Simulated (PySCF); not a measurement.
BiFCl2, SMILES [F][Bi]([Cl])[Cl].

Coordinates come from a PBE-D3(BJ)/def2-SVP optimisation. The def2 effective core potentials stand for the cores of Bi; spin–orbit coupling is left out.

All values below come from ωB97X/def2-TZVPD in PySCF.

Symmetry labels are those of the subgroup Cs that the program uses (full group Cs).

Computed valence orbital energies around the gap with their symmetry:
```csv
orbital,symmetry,energy (eV)
HOMO−7,A",-14.27
HOMO−6,A',-14.13
HOMO−5,A",-13.06
HOMO−4,A',-12.49
HOMO−3,A',-12.03
HOMO−2,A",-11.80
HOMO−1,A",-11.62
HOMO,A',-11.33
LUMO,A',-0.71
LUMO+1,A',-0.40
LUMO+2,A",-0.38
LUMO+3,A',1.55
```
